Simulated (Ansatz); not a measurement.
Ansatz (an electronic-structure program) input:

Ansatz 0.2 input:
```yaml
crystal:
  periodic: [false, false, false]
  atoms:
    - {symbol: C, position_ang: [-1.45187582, 0.09303062, 0.09272034]}
    - {symbol: C, position_ang: [-0.35392706, -0.69750615, 0.12998058]}
    - {symbol: C, position_ang: [0.99557793, -0.32779098, -0.00919250]}
    - {symbol: C, position_ang: [1.45278583, 0.94139808, -0.21483478]}
    - {symbol: N, position_ang: [1.90187441, 2.00663964, -0.39185050]}
    - {symbol: H, position_ang: [-1.37546014, 1.15815337, -0.05924467]}
    - {symbol: H, position_ang: [-2.44845695, -0.31059470, 0.21338410]}
    - {symbol: H, position_ang: [-0.52157698, -1.76724269, 0.28873777]}
    - {symbol: H, position_ang: [1.75694493, -1.10432206, 0.04844605]}
basis:
  gaussian:
    orbitals: def2-TZVP
hamiltonian:
  xc: b3lyp
  dispersion: d3bj
total_charge: -1
relax: {f_tol: 0.002, max_steps: 150}
```

Q: What final total energy does it print?

A: -209.66547 Eh (B3LYP-D3(BJ)/def2-TZVP). The basis has 179 functions. The run takes very roughly 28 core-seconds.

It need not be the lowest isomer of its formula. Whether it binds its extra electron was not tested at this geometry.
